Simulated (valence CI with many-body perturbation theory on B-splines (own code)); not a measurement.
Tl XL: what each term of the Hamiltonian does

Computed by valence CI with perturbative core correlation (CI+MBPT): six valence electrons over a frozen Dirac-Fock core [Kr], radial functions for each j: 7 s, 7 p, 8 d, 6 f, 4 g, 1 h, with the one-electron correlation potential Σ1, the two-electron term Σ2, the three-electron term Σ3, Breit, model QED; selected CI, second order for the rest, scaled by the run's own slope (own B-spline code, finite nucleus).

No measured spectrum was set against this ion. As an estimate, large intervals hold to a few tenths of a per cent, small ones and those within an open d or f shell to about a per cent. Core correlation moves these levels by up to 11000 cm⁻¹, and in measured spectra 5 to 20 % of such shifts remained as error; rates that hang on mixing are uncertain with them. Among the levels kept, up to 720 cm⁻¹ of a level comes from second order outside the variational space, and about a tenth of that is noise between levels of different J, which matters for small intervals. Only levels of the ground parity were solved; by the run's estimate the other parity begins above the list, which can be wrong where configurations are misplaced.

Each rung adds one term. CI alone is the Dirac-Coulomb CI over the frozen core; QED comes last and gives the full result, which names the levels. Energies are above (4d3/2^4 4d5/2^2) J=4 on the same rung, in eV.

Levels are named by their leading jj configuration (3d3/2^4 stands for four electrons in 3d with j = 3/2), which in mixed levels can hold well under half, so a name can repeat and another be missing. Letters in brackets count levels of one name in rising energy.

```tsv
Level	CI alone	Σ1	Σ2	Σ3	Breit	QED	Full
(4d3/2^4 4d5/2^2) J=2	3.195	+0.0004	+0.0171	-0.1747	+0.0820	+0.0001	3.120
(4d3/2^4 4d5/2^2) J=0	10.544	+0.0065	+0.3359	-0.2779	+0.1437	+0.0045	10.757
(4d3/2^3 4d5/2^3) J=3 [a]	25.015	+0.1203	+0.2823	+0.0555	-0.4734	+0.0736	25.073
(4d3/2^3 4d5/2^3) J=4 [a]	26.098	+0.1174	+0.1235	+0.0026	-0.5064	+0.0710	25.906
(4d3/2^3 4d5/2^3) J=1 [a]	26.999	+0.1200	+0.3819	-0.0429	-0.3980	+0.0735	27.133
(4d3/2^3 4d5/2^3) J=5	30.223	+0.1211	-0.1528	-0.1137	-0.6174	+0.0715	29.532
(4d3/2^3 4d5/2^3) J=6	30.740	+0.1231	-0.2567	-0.1232	-0.7133	+0.0718	29.842
(4d3/2^3 4d5/2^3) J=2 [a]	32.686	+0.1201	+0.0638	-0.3337	-0.4731	+0.0721	32.136
(4d3/2^3 4d5/2^3) J=3 [b]	33.399	+0.1221	-0.0009	-0.2196	-0.5256	+0.0727	32.848
(4d3/2^3 4d5/2^3) J=0	37.212	+0.1186	-0.2228	-0.3922	-0.4453	+0.0702	36.341
(4d3/2^3 4d5/2^3) J=1 [b]	38.913	+0.1245	-0.0682	-0.3752	-0.3797	+0.0738	38.288
(4d3/2^3 4d5/2^3) J=2 [b]	39.221	+0.1282	+0.0554	-0.3459	-0.4797	+0.0763	38.655
(4d3/2^3 4d5/2^3) J=4 [b]	39.525	+0.1266	-0.0591	-0.3889	-0.5573	+0.0745	38.720
(4d3/2^3 4d5/2^3) J=3 [c]	40.349	+0.1226	-0.1602	-0.4433	-0.4682	+0.0721	39.472
(4d3/2^2 4d5/2^4) J=2 [a]	52.978	+0.2361	+0.6441	-0.1093	-0.9387	+0.1448	52.955
(4d3/2^2 4d5/2^4) J=0 [a]	54.141	+0.2343	+0.7253	-0.0550	-0.8820	+0.1435	54.307
(4d3/2^2 4d5/2^4) J=4 [a]	56.409	+0.2386	+0.3583	-0.1846	-1.0578	+0.1445	55.908
(4d3/2^2 4d5/2^4) J=3 [a]	57.493	+0.2362	+0.2982	-0.2057	-0.9822	+0.1431	56.983
(4d3/2^2 4d5/2^4) J=5	58.671	+0.2424	+0.1368	-0.1851	-1.1574	+0.1453	57.853
```

The middle columns are the shifts that each term adds.

Task: How does the ionisation energy move along the ladder, and which term matters most?

Result: CI alone 1857.0, + Σ1 1859.7, + Σ2 1863.8, + Σ3 1864.0, + Breit 1863.2, + QED 1863.3 eV. The largest step is Σ2, 4.2 eV. NIST lists 1862 ± 4 eV (theoretical).
